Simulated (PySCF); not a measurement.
HgBr, SMILES [Br][Hg] (connectivity only; charge and spin as stated), neutral, multiplicity 2.

Geometry: B3LYP-D3(BJ)/def2-TZVP. The multiplicity is an assumed one; other spin states were not compared. The def2 effective core potentials stand for the cores of Hg; spin–orbit coupling is left out.

All values below come from PBE/def2-TZVPD run with PySCF.

Isolated molecule, no solvent.

```json
{
  "total_energy": "-2727.31193 hartree",
  "point_group": "C∞v",
  "α spin, highest occupied and lowest empty level": "-6.26 and -1.57 eV",
  "β spin, highest occupied and lowest empty level": "-6.76 and -5.48 eV",
  "dipole_moment": "2.62 D",
  "mean_static_polarisability": "62.9 bohr³ (9.33 Å³)",
  "polarisability_principal_values": "48.2, 48.2, 92.4 bohr³",
  "⟨S²⟩": "0.753 (pure state 0.75)"
}
```
